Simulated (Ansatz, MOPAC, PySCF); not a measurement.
System: SnF, net charge 0, doublet state. SMILES: [F][Sn]
Geometry: optimised at B3LYP-D3(BJ)/def2-TZVP (Ansatz, a quantum-chemistry and plane-wave program).

Wanted: vertical ionisation energy to the singlet, in eV. Conventions: def2 sets with scalar-relativistic core potentials past Kr; open shells spin-unrestricted; frozen cores in correlated levels (noble-gas shells and the d and f shells of earlier blocks); 6-31G* and kin with 6d, 5d where marked; spin-orbit terms left out; LANL2DZ with its own core potentials from Na on; each state is the SCF solution reached for its charge and spin; STO-3G and 3-21G all-electron and non-relativistic. Ab initio and DFT rows: single points at B3LYP-D3(BJ) geometries (Ansatz). Semi-empirical rows: differences of heats of formation at the shared geometry for vertical values. The spin state of an ion or metal species was assumed, not searched.

```csv
level,program,vertical ionisation energy to the singlet (eV)
PM3,MOPAC,7.24
PM6,MOPAC,6.98
MNDO,MOPAC,7.20
HF/6-31G* with LANL2DZ past Ar,Ansatz,6.83
PBE/6-31G* with LANL2DZ past Ar,Ansatz,7.03
B3LYP/STO-3G,Ansatz,3.75
B3LYP/6-31G* with LANL2DZ past Ar,Ansatz,7.11
M06-2X/6-31G* with LANL2DZ past Ar (5d),PySCF,6.96
MP2/6-31G* with LANL2DZ past Ar,Ansatz,6.50
M06-2X/def2-TZVPD,PySCF,7.21
wB97M-V/def2-TZVPD,Ansatz,7.17
wB97X-V/def2-TZVPD,Ansatz,7.13
```

No value to compare with is used here. The 9 habitual levels span 3.75 (B3LYP/STO-3G) to 7.24 eV (PM3); wB97X-V/def2-TZVPD gives 7.13.

The levels are drawn from those run, B3LYP/6-31G* more often than the rest, none by its result; runs whose electronic state is in doubt are left out.
